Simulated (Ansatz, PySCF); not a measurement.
This Ansatz (a first-principles code) input computes a CCSD(T)/cc-pVDZ energy:

Ansatz 0.2 input:
```yaml
crystal:
  periodic: [false, false, false]
  atoms:
    - {symbol: N, position_ang: [-0.00000000, -0.00000000, -1.26217169]}
    - {symbol: C, position_ang: [-0.00000000, -0.00000000, -0.04055002]}
    - {symbol: O, position_ang: [0.00000000, 0.00000000, 1.13481274]}
basis:
  gaussian:
    orbitals: cc-pVDZ
magnetization: {spin_polarized: true, initial_magnetization: 1}
correlation: {method: ccsd_t, electrons: outside_noble_gas}
```

Write an input for the same energy in PySCF and say what it gives.


```python
from pyscf import gto, scf, mp, cc as ccmod

mol = gto.M(
    atom='''
    N    -0.00000000   -0.00000000   -1.26217169
    C    -0.00000000   -0.00000000   -0.04055002
    O     0.00000000    0.00000000    1.13481274
    ''',
    basis='cc-pvdz',
    charge=0,
    spin=1,
    symmetry='C2v',
    verbose=4,
)

mf = scf.UHF(mol)
mf.conv_tol = 1e-10
mf.max_cycle = 100
mf.kernel()
mp2 = mp.MP2(mf, frozen=3).run()
cc = ccmod.CCSD(mf, frozen=3)
cc.max_cycle = 100
cc.kernel()
et = cc.ccsd_t()
print(f'E(CCSD(T)) = {cc.e_tot + et:.9f}')
```
It gives -167.59663 Eh, and Ansatz -167.59663 Eh, a difference of 0.00 mEh.

It need not be the lowest isomer of its formula.
